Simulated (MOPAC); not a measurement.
Input for MOPAC: PM3 on CH4BrF (a complex), monomers drawn apart or pushed together.

```
PM3 1SCF PRECISE CHARGE=0 THREADS=1
CH4BrF

F     -0.03944370 1    -0.14847424 1     0.64158482 1
H     -0.06251873 1    -0.64868843 1     1.43193789 1
C     -0.33939768 1     0.78404486 1     5.70483553 1
Br    -0.26118486 1    -1.17964624 1     5.63904723 1
H     -1.27785074 1     1.05007530 1     6.17706474 1
H     -0.28963308 1     1.13722706 1     4.68128168 1
H      0.51128966 1     1.11760117 1     6.28753501 1
```

The log:

```
*******************************************************************************
 **                                                                           **
 **                              MOPAC v23.2.5                                **
 **                                                                           **
 *******************************************************************************
 ** MOPAC's Digital Object Identifier: https://doi.org/10.5281/zenodo.6511958 **
 **                                                                           **
 ** Please cite the open-source release paper for use of this MOPAC version:  **
 ** J. E. Moussa and J. J. P. Stewart (2026)                                  **
 ** MOPAC: An open-source semiempirical molecular orbital program             **
 ** J. Open Source Softw., 11(119), 8025, https://doi.org/10.21105/joss.08025 **
 *******************************************************************************

                              PM3 CALCULATION RESULTS

 *******************************************************************************
 *  PM3        - The PM3 Hamiltonian to be used
 *
 *
 *
 *                 CHARGE ON SYSTEM = 0
 *
 *
 *
 *  PRECISE    - TIGHTER CRITERIA TO BE USED
 *  1SCF       - DO 1 SCF AND THEN STOP
 *  THREADS=1  - MULTI-THREADING NOT USED
 *  T=         - A TIME OF 172800.0 SECONDS REQUESTED
 *  DUMP=N     - RESTART FILE WRITTEN EVERY 7200.0 SECONDS REQUESTED
 *******************************************************************************
PM3 1SCF PRECISE CHARGE=0 THREADS=1
 CH4BrF

   ATOM   CHEMICAL          X               Y               Z
  NUMBER   SYMBOL      (ANGSTROMS)     (ANGSTROMS)     (ANGSTROMS)

     1       F         -0.03944370  *  -0.14847424  *   0.64158482  *
     2       H         -0.06251873  *  -0.64868843  *   1.43193789  *
     3       C         -0.33939768  *   0.78404486  *   5.70483553  *
     4      Br         -0.26118486  *  -1.17964624  *   5.63904723  *
     5       H         -1.27785074  *   1.05007530  *   6.17706474  *
     6       H         -0.28963308  *   1.13722706  *   4.68128168  *
     7       H          0.51128966  *   1.11760117  *   6.28753501  *



          CARTESIAN COORDINATES

    NO.       ATOM           X           Y           Z

     1         F         -0.0394     -0.1485      0.6416
     2         H         -0.0625     -0.6487      1.4319
     3         C         -0.3394      0.7840      5.7048
     4        Br         -0.2612     -1.1796      5.6390
     5         H         -1.2779      1.0501      6.1771
     6         H         -0.2896      1.1372      4.6813
     7         H          0.5113      1.1176      6.2875

  H: (PM3): J. J. P. STEWART, J. COMP. CHEM. 10, 209 (1989).
  C: (PM3): J. J. P. STEWART, J. COMP. CHEM. 10, 209 (1989).
  F: (PM3): J. J. P. STEWART, J. COMP. CHEM. 10, 209 (1989).
 Br: (PM3): J. J. P. STEWART, J. COMP. CHEM. 10, 209 (1989).

           Empirical Formula: C H4 F Br  =     7 atoms



      MOLECULAR POINT GROUP   :   Cs


      RHF CALCULATION, NO. OF DOUBLY OCCUPIED LEVELS = 11


 -------------------------------------------------------------------------------
 PM3 1SCF PRECISE CHARGE=0 THREADS=1
 CH4BrF



     1SCF WAS SPECIFIED, SO BFGS WAS NOT USED
     SCF FIELD WAS ACHIEVED


                              PM3 CALCULATION
                                                       MOPAC v23.2.5 Linux




          FINAL HEAT OF FORMATION =        -64.90046 KCAL/MOL =    -271.54353 KJ/MOL


          COSMO AREA              =        122.27 SQUARE ANGSTROMS
          COSMO VOLUME            =         96.22 CUBIC ANGSTROMS

          IONIZATION POTENTIAL    =         11.153895 EV
          HOMO LUMO ENERGIES (EV) =        -11.154 -0.342
          NO. OF FILLED LEVELS    =         11
          MOLECULAR WEIGHT        =        114.9450         POINT GROUP:  Cs

          MOLECULAR DIMENSIONS (Angstroms)

            Atom       Atom       Distance
            H     7    F     1     5.81232
           Br     4    H     5     2.33731
            H     5    F     1     1.57777


          SCF CALCULATIONS        =          1





   ATOM   CHEMICAL          X               Y               Z
  NUMBER   SYMBOL      (ANGSTROMS)     (ANGSTROMS)     (ANGSTROMS)

     1       F         -0.03944370  *  -0.14847424  *   0.64158482  *
     2       H         -0.06251873  *  -0.64868843  *   1.43193789  *
     3       C         -0.33939768  *   0.78404486  *   5.70483553  *
     4      Br         -0.26118486  *  -1.17964624  *   5.63904723  *
     5       H         -1.27785074  *   1.05007530  *   6.17706474  *
     6       H         -0.28963308  *   1.13722706  *   4.68128168  *
     7       H          0.51128966  *   1.11760117  *   6.28753501  *

                             CARTESIAN COORDINATES

   1    F       -0.039443700    -0.148474240     0.641584820
   2    H       -0.062518730    -0.648688430     1.431937890
   3    C       -0.339397680     0.784044860     5.704835530
   4   Br       -0.261184860    -1.179646240     5.639047230
   5    H       -1.277850740     1.050075300     6.177064740
   6    H       -0.289633080     1.137227060     4.681281680
   7    H        0.511289660     1.117601170     6.287535010


           Empirical Formula: C H4 F Br  =     7 atoms



      MOLECULAR POINT GROUP   :   Cs


                  EIGENVALUES
 -29.62494 -23.52882 -20.57144 -17.07026 -16.12323 -16.12155 -15.10485 -15.08344
 -13.54925 -11.17073 -11.15390  -0.34151   3.25187   3.61829   3.65872   3.70247


              NET ATOMIC CHARGES AND DIPOLE CONTRIBUTIONS

  ATOM NO.   TYPE          CHARGE      No. of ELECS.   s-Pop       p-Pop
    1          F          -0.167455        7.1675     1.63857     5.52889
    2          H           0.167402        0.8326     0.83260
    3          C          -0.038964        4.0390     1.16995     2.86901
    4         Br          -0.133415        7.1334     1.97192     5.16150
    5          H           0.058551        0.9414     0.94145
    6          H           0.055297        0.9447     0.94470
    7          H           0.058583        0.9414     0.94142
 DIPOLE           X         Y         Z       TOTAL
 POINT-CHG.    -0.080     1.119     0.704     1.324
 HYBRID        -0.022    -0.195     0.556     0.590
 SUM           -0.102     0.923     1.260     1.565


          ATOMIC ORBITAL ELECTRON POPULATIONS

     Atom    s        px        py        pz
    1  F   1.63857   1.99971   1.86511   1.66406
    2  H   0.83260
    3  C   1.16995   1.02502   0.82200   1.02200
    4 Br   1.97192   1.99712   1.16696   1.99742
    5  H   0.94145
    6  H   0.94470
    7  H   0.94142

 **********************
 *                    *
 * JOB ENDED NORMALLY *
 *                    *
 **********************




 == MOPAC DONE ==
```

The run finished.

Cost: around 0.04 core-seconds (rough).
